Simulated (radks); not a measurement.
Results of a calculation; reference values are marked as such.
All-electron atom: Lu66+ in [He] 2s2 2p1. Code: a radial shooting solver on a logarithmic mesh with Libxc functionals. Model: Dirac Kohn-Sham, BLYP, spin-unpolarised, spherical densities, finite nucleus; open shells fill j = l - 1/2 first; Fermi nuclear charge, rms radius 5.37 fm.

Spin-orbit splittings of the eigenvalues, e(l+1/2) - e(l-1/2), with zeta = 2 splitting/(2l+1) and mean radii in bohr:

shell  occ.  splitting (eV)  zeta (eV)  <r> j=l-1/2  <r> j=l+1/2
2p        1            1245      830.1      0.06418      0.07114
3p        0           350.6      233.7       0.1719       0.1824
